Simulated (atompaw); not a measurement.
# caesium: one change to a PAW (atompaw) potential, before and after

| Quantity | Value |
| --- | --- |
| Element | caesium (Cs) |
| Generator | atompaw 4.2.0.5 |
| Type | PAW |
| Functional | PBEsol |
| Relativity | scalar-relativistic |
| Frozen core | [Kr] 4d10 5s2 |
| Valence charge | 7 |
| Reference configuration | 5p6 5d0 6s1 6p0 |
| Partial waves | 6s (bound): rc 3.00 bohr; 6s channel at 0.7 Ry: rc 3.00 bohr; 5p (bound): rc 3.00 bohr; 6p (bound, empty): rc 3.00 bohr; 5d (bound, empty): rc 3.00 bohr; 5d channel at 2.5 Ry: rc 3.00 bohr |
| Local potential | bessel scheme, radius 2.95 bohr |
| Core correction | smooth core density matched at 2.85 bohr |
| Augmentation charge | besselshape compensation charge, radius 2.80 bohr; PAW radius 3.00 bohr; waves and projectors: custom polynom vanderbiltortho |

All-electron outer shells of the reference configuration (PBEsol, scalar-relativistic, ld1.x):

```tsv
shell	level (eV)	outermost node (bohr)	outermost maximum (bohr)
4d	-74.20	0.33	0.72
5s	-26.79	0.82	1.54
5p	-13.55	0.89	1.79
6s	-2.08	2.11	4.80
6p	-0.73	2.61	6.64
5d	-0.38	1.06	3.42
```

Change: local potential bessel scheme, radius 1.54 bohr.

Cutoffs: the cutoffs (Ry, on a coarse ladder) from which the occupation-weighted sum of valence levels, in a spherical-Bessel basis at the reference potential, stays within 10 and 1 mRy of its value at 400 Ry; they do not see the model core or the augmentation charge, which bear on the density cutoff.

Question: What does the change do?

Answer: The potential gets neither clearly harder nor softer (8 Ry and 15 Ry → 8 Ry and 15 Ry); both files keep a bound ghost (s); the range in which the p phases agree narrows (upper end at the end of the scan → 2.0).

| quantity | base | changed |
| --- | --- | --- |
| cutoff, loose | 8 Ry | 8 Ry |
| cutoff, tight | 15 Ry | 15 Ry |
| bound ghosts | s | s |
| s: phases at 3.00 bohr within 0.05 rad from the reference energy up to (Ry; the scan ends near 5) | to the end of the scan | 4.4 |
| p: phases at 3.00 bohr within 0.05 rad from the reference energy up to (Ry; the scan ends near 5) | to the end of the scan | 2.0 |
| d: phases at 3.00 bohr within 0.05 rad from the reference energy up to (Ry; the scan ends near 5) | to the end of the scan | to the end of the scan |
| lowest overlap eigenvalue by channel | s 0.55, p 0.93, d 0.95 | s 0.46, p 0.90, d 0.94 |

 A true bound ghost makes a file unfit for plane-wave use even where its test errors are small: the radial tests pick states by their node count and pass the ghost by. The cutoffs see the waves, projectors and local potential, not the compensation charge or the core.
